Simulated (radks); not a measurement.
Species: Sm2+. Configuration: [Xe] 4f4 6p2 (not the ground configuration).

Method: Dirac Kohn-Sham, LDA (Slater exchange, Perdew-Zunger correlation), spin-unpolarised, spherical densities, finite nucleus; open shells fill j = l - 1/2 first; Fermi nuclear charge, rms radius 5.0819 fm; computed with a radial shooting solver on a logarithmic mesh with Libxc functionals.

Energy parts (Ry):
| part | energy |
|---|---|
| total | -20850.1104 |
| kinetic | 22600.7129 |
| electron-nucleus | -50951.5678 |
| Hartree | 7956.0006 |
| exchange-correlation | -455.2560 |

Orbitals (lengths in bohr, moments of r in powers of bohr):
\begin{tabular}{lrrrrr}
orbital & occ. & eigenvalue (Ry) & <r> & <r^2> & <1/r> \\ \hline
1s1/2 & 2 & -3426.176 & 0.02276 & 0.0007059 & 68.75 \\
2s1/2 & 2 & -561.9342 & 0.09657 & 0.01107 & 16.34 \\
2p1/2 & 2 & -533.0140 & 0.08077 & 0.008056 & 16.33 \\
2p3/2 & 4 & -488.7689 & 0.08739 & 0.009298 & 14.55 \\
3s1/2 & 2 & -125.2776 & 0.2549 & 0.07437 & 5.935 \\
3p1/2 & 2 & -112.7959 & 0.2444 & 0.06948 & 5.854 \\
3p3/2 & 4 & -103.8446 & 0.2572 & 0.07670 & 5.406 \\
3d3/2 & 4 & -82.09633 & 0.2288 & 0.06168 & 5.283 \\
3d5/2 & 6 & -80.15122 & 0.2328 & 0.06370 & 5.171 \\
4s1/2 & 2 & -26.99584 & 0.5776 & 0.3767 & 2.487 \\
4p1/2 & 2 & -22.20024 & 0.5908 & 0.3973 & 2.384 \\
4p3/2 & 4 & -20.20111 & 0.6195 & 0.4364 & 2.233 \\
4d3/2 & 4 & -12.27709 & 0.6581 & 0.5021 & 2.020 \\
4d5/2 & 6 & -11.91604 & 0.6681 & 0.5172 & 1.983 \\
5s1/2 & 2 & -5.23384 & 1.348 & 2.037 & 0.9939 \\
5p1/2 & 2 & -3.84369 & 1.485 & 2.488 & 0.8925 \\
5p3/2 & 4 & -3.52592 & 1.562 & 2.752 & 0.8405 \\
4f5/2 & 4 & -2.66025 & 0.8479 & 0.9046 & 1.505 \\
4f7/2 & 0 & -2.61202 & 0.8559 & 0.9222 & 1.492 \\
6p1/2 & 2 & -1.05703 & 3.663 & 14.95 & 0.3484 \\
6p3/2 & 0 & -1.00534 & 3.811 & 16.16 & 0.3339 \\
\end{tabular}

The highest occupied level is 6p1/2 at -14.382 eV. The configuration is held as typed, so some empty levels lie below it. Summed over all electrons, <r^2> = 63.28 bohr^2, which gives a Langevin (diamagnetic) susceptibility term of -50.1 x 10^-6 cm^3/mol. The electron density at the nucleus is 5.311e+05 e/bohr^3. The density falls to 0.001 e/bohr^3 at r = 4.96 bohr.
